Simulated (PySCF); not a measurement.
Species: C8H11 (doublet state).
Z-matrix (Å and degrees, GFN2-xTB geometry), rows numbered from 1:
```
C 
C   1  1.4827
C   2  1.4339  1  124.29
C   3  1.4858  2  119.82  1  -179.26
C   4  1.3256  3  112.32  2   144.75
C   5  1.5029  4  112.67  3    -1.97
C   6  1.5131  5  103.72  4     4.12
C   7  1.4871  3   60.58  2   109.01
H   1  1.0877  2  111.69  3    14.92
H   1  1.0966  2  111.38  3  -105.78
H   1  1.0919  2  110.56  3   135.92
H   2  1.0771  1  117.82  3   178.85
H   4  1.0760  3  121.53  2   -35.30
H   5  1.0769  4  126.12  3   178.16
H   6  1.0939  5  111.37  4   124.82
H   6  1.0934  5  110.69  4  -115.52
H   7  1.0795  3  120.33  8  -108.76
H   8  1.0800  3  116.83  7  -109.52
H   8  1.0789  3  117.09  7   109.42
```

The hyperfine couplings belong to this conformer and change with its torsions.

The species is `C[CH][C@@]12C=CC[C@@H]1C2` [radical].

Method: UKS B3LYP, pcH-1 on C H, non-relativistic, mean-field spin-orbit, GIAO (PySCF 2.14.0). The structure is a single GFN2-xTB conformer in the gas phase; no vibrational or solvent corrections. Couplings are sensitive to structure, and on GFN2-xTB geometries they can be far from those on DFT ones. The SCF solution wasn't tested for stability.

The largest Mulliken spin populations are on C2 (+0.96), C3 (-0.11), C7 (+0.10) and C8 (+0.09). C2 is the only atom above +0.15. The positive populations add up to 1.25 and the negative ones to -0.25, together 2S = 1. The angles at C2 add up to 360.0°, so it is planar; its axial dipolar tensor and the negative coupling of its proton fit spin in a p orbital normal to that plane.

(1) McConnell's relation a(H) = Q·ρ ties the coupling of a proton on a planar π carbon to the spin population of that carbon. What Q do the computed values give?

(2) How do the β-proton couplings of this frozen conformer go with θ, the angle between the C–H bond and the normal to the plane of the spin centre's three neighbours, both seen down the bond from centre to carbon?

(3) What would the freely rotating methyl group on C1 show?

Results:

(1) 
```json
{"H": "H12", "C": "C2", "ρ(C)": "+0.959", "a(H) (G)": "-21.30", "a/ρ (G)": "-22.2"}
```

One proton gives one ratio, Q = -22.2 G, and no test of linearity.

(2) 
```json
{"β H": "H9", "on": "C1", "centre": "C2", "θ (°)": "76", "cos²θ": "0.06", "a (G)": "+3.93"}
{"β H": "H10", "on": "C1", "centre": "C2", "θ (°)": "16", "cos²θ": "0.92", "a (G)": "+43.81"}
{"β H": "H11", "on": "C1", "centre": "C2", "θ (°)": "45", "cos²θ": "0.49", "a (G)": "+23.67"}
```

Fitting the Heller–McConnell form a = ρ(B0 + B2 cos²θ), with Mulliken ρ = 0.96, gives B0 = 1.0 G and B2 = 48.4 G, with a largest miss of 0.2 G. By this fit the coupling would be 47.4 G at θ = 0° and 1.0 G at 90°.

(3) Three equal couplings, a 1:3:3:1 quartet. The mean of the three values of this geometry estimates the splitting: 23.8 G, or 66.7 MHz (three bonds 120° apart have a mean cos²θ of 1/2 at any torsion).

Couplings in gauss use g_iso = 2.0027.

On an Arm Neoverse V2 with one thread, on a shared host, this took 92 s of wall time (grids of density and orbitals included) and 0.97 GiB of memory at its peak.
